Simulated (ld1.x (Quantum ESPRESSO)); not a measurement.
## Au: one change to a PAW potential, before and after

- Element: Au
- Generator: ld1.x (Quantum ESPRESSO) 7.5
- Type: PAW
- Functional: LDA (PZ)
- Relativity: scalar-relativistic
- Frozen core: [Xe] 4f14
- Valence charge: 11
- Reference configuration: 5d10 6s0 6p0 (charge +1)
- Partial waves: 6s (bound, empty): rcut 1.75, rcutus 2.30 bohr; 6s channel at 0.25 Ry: rcut 1.75, rcutus 2.30 bohr; 6p (bound, empty): rcut 2.95, rcutus 3.20 bohr; 6p channel at -0.05 Ry: rcut 2.95, rcutus 3.20 bohr; 5d (bound): rcut 1.85, rcutus 2.05 bohr; 5d channel at 0.35 Ry: rcut 1.85, rcutus 2.05 bohr
- Local potential: all-electron potential smoothed inside 2.75 bohr (lloc = -1)
- Core correction: a·sin(br)/r model core, default radius (core density twice the valence density)
- Augmentation charge: PSQ, inside the norm-conserving radii

All-electron outer shells of the reference configuration (LDA (PZ), scalar-relativistic, ld1.x):

```json
{"shell": "4f", "level (eV)": "-90.12", "outermost node (bohr)": "–", "outermost maximum (bohr)": "0.37"}
{"shell": "5p", "level (eV)": "-68.67", "outermost node (bohr)": "0.52", "outermost maximum (bohr)": "0.96"}
{"shell": "5d", "level (eV)": "-15.62", "outermost node (bohr)": "0.56", "outermost maximum (bohr)": "1.21"}
{"shell": "6s", "level (eV)": "-13.60", "outermost node (bohr)": "1.11", "outermost maximum (bohr)": "2.24"}
{"shell": "6p", "level (eV)": "-6.89", "outermost node (bohr)": "1.31", "outermost maximum (bohr)": "2.98"}
```

Change: waves 5d (bound): rcut 1.85, rcutus 2.18 bohr; 5d channel at 0.35 Ry: rcut 1.85, rcutus 2.18 bohr.

Cutoffs: the cutoffs (Ry, on a coarse ladder) from which the occupation-weighted sum of valence levels, in a spherical-Bessel basis at the reference potential, stays within 10 and 1 mRy of its value at 400 Ry; they do not see the model core or the augmentation charge, which bear on the density cutoff. Errors are all-electron minus pseudo energies relative to the spin-unpolarised reference configuration.

Question: Predict the effect on cutoff, ghosts and configuration errors.

Answer: The potential gets softer (30 Ry and 45 Ry → 25 Ry and 40 Ry); the errors of the 9 common tests hardly move; neither file shows a bound ghost. A larger radius leaves more room for a smooth pseudo-wave, so fewer plane waves are needed.

| quantity | base | changed |
| --- | --- | --- |
| cutoff, loose | 30 Ry | 25 Ry |
| cutoff, tight | 45 Ry | 40 Ry |
| bound ghosts | none | none |
| error for 5d10 6s1 6p0, meV [ΔE -9.77 eV] | +2.1 | +2.0 |
| error for 5d9 6s0 6p0, meV [ΔE 21.50 eV] | -37 | -38 |
| error for 5d8 6s0 6p0, meV [ΔE 55.67 eV] | -210 | -217 |
| error for 5d10 6s0 6p1, meV [ΔE -4.38 eV] | +1.4 | +1.4 |
| error for 5d9 6s2 6p0, meV [ΔE -8.17 eV] | -23 | -25 |
| error for 5d7 6s0 6p0, meV [ΔE 103.67 eV] | -633 | -658 |
| error for 5d9 6s1 6p0, meV [ΔE 2.60 eV] | -24 | -26 |
| error for 5d10 6s1 6p0 (spin-polarised), meV [ΔE -9.91 eV] | +1.9 | +1.8 |
| error for 5d9 6s0 6p0 (spin-polarised), meV [ΔE 21.36 eV] | -38 | -39 |
| s: phases at 3.49 bohr within 0.05 rad from the reference energy up to (Ry; the scan ends near 5) | 4.5 | 4.5 |
| p: phases at 3.49 bohr within 0.05 rad from the reference energy up to (Ry; the scan ends near 5) | 2.0 | 2.0 |
| d: phases at 3.49 bohr within 0.05 rad from the reference energy up to (Ry; the scan ends near 5) | 4.3 | to the end of the scan |
| lowest overlap eigenvalue by channel | s 0.41, p 0.55, d 0.50 | s 0.41, p 0.55, d 0.23 |
